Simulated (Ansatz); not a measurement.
Basis sets compared for dimethylphenylsulfonium iodide (C₈H₁₁IS). The state is a singlet with charge 0. Geometry PBE0-D4/def2-SVP. Ansatz on 4 threads of Arm Neoverse V2 on a shared host; times are rough, and most runs start from earlier orbitals.

```xyz
21

C    -1.191    1.736    1.153
S     0.501    1.278    0.735
C     0.785    2.113   -0.835
C     0.209   -0.414    0.127
C     0.987   -1.394    0.742
C     0.846   -2.727    0.356
C    -0.065   -3.071   -0.639
C    -0.839   -2.084   -1.253
C    -0.707   -0.752   -0.871
H    -1.456    1.146    2.040
H    -1.139    2.806    1.410
H    -1.867    1.517    0.316
H     0.866    3.180   -0.575
H     1.745    1.737   -1.212
H    -0.028    1.897   -1.540
H     1.699   -1.114    1.523
H     1.453   -3.497    0.837
H    -0.174   -4.114   -0.943
H    -1.554   -2.354   -2.033
H    -1.319    0.009   -1.360
I     1.250    4.102    2.023
```

In the def2 sets I takes a core potential; there is no spin–orbit coupling.

Binding counts from free atoms (C triplet, S triplet, H doublet, I doublet) in the same basis, without a counterpoise term.

| level | functions | energy (Eh) | HOMO (eV) | LUMO (eV) | binding per atom (eV) | wall time |
| --- | --- | --- | --- | --- | --- | --- |
| PBE-D4/def2-SVP | 211 | -1006.4030 | -3.89 | -2.65 | 4.47 | 4 s |
| PBE0-D4/def2-SVP | 211 | -1006.5026 | -4.89 | -1.86 | 4.40 | 7 s |

Estimate the rows for PBE-D4/def2-TZVP (with forces), PBE0-D4/def2-TZVP.


```csv
level,functions,energy (Eh),HOMO (eV),LUMO (eV),binding per atom (eV),wall time
PBE-D4/def2-TZVP (with forces),401,-1006.8933,-4.21,-2.76,4.44,12 s
PBE0-D4/def2-TZVP,401,-1006.9855,-5.17,-1.94,4.36,14 s
```
